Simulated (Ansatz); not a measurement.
Isolated molecules relaxed with PBE0-D4/def2-TZVP in Ansatz; ΔE leaves out vibrations. CCSD(T)/CBS is the MP2 limit (def2-TZVPP, def2-QZVPP) plus CCSD(T) − MP2 in def2-TZVPP, frozen cores. This one scheme is used for every species. Functionals use def2-TZVPP. B3LYP here is the variant with VWN-RPA as its local correlation; programs differ in this. Each species was taken in one conformer, which may not be the lowest.

`N[Si@H](F)O[Si@@H](N)O` + HCl → `N[SiH](O)Cl` + `N[SiH](O)F`  (ligand exchange at the Si–O bond)

Task: Is it downhill or uphill in electronic energy at CCSD(T)/CBS, and by how much? (Best estimate.)

Result: Ansatz gave: Uphill: ΔE = +25.2 kJ/mol.

Task: What do these levels give: PBE-D4, r2SCAN-D4, PBE0-D4, B3LYP-D4, ωB97X-V, ωB97M-V, PBE, CCSD/def2-TZVPP, CCSD(T)/def2-TZVPP, HF/def2-QZVPP, SCS-MP2/def2-QZVPP, HF/CBS(def2)? (Best estimate.)

Result: Computed: PBE-D4 14.2, r2SCAN-D4 21.0, PBE0-D4 17.9, B3LYP-D4 27.7, ωB97X-V 23.0, ωB97M-V 22.6, PBE 9.5, CCSD/def2-TZVPP 29.7, CCSD(T)/def2-TZVPP 28.5, HF/def2-QZVPP 31.9, SCS-MP2/def2-QZVPP 25.0, HF/CBS(def2) 32.2 kJ/mol.

Largest T1 diagnostic among the species: 0.011.

From PBE to PBE0 (25 % exact exchange), in def2-TZVPP and without D4, ΔE moves by +4.0 kJ/mol. The D4 term adds +7.0 kJ/mol with B3LYP and +4.5 kJ/mol with PBE0; it sums over pairs of atoms, weighted by their polarisabilities, and B3LYP, whose exchange is more repulsive, gets the larger term.
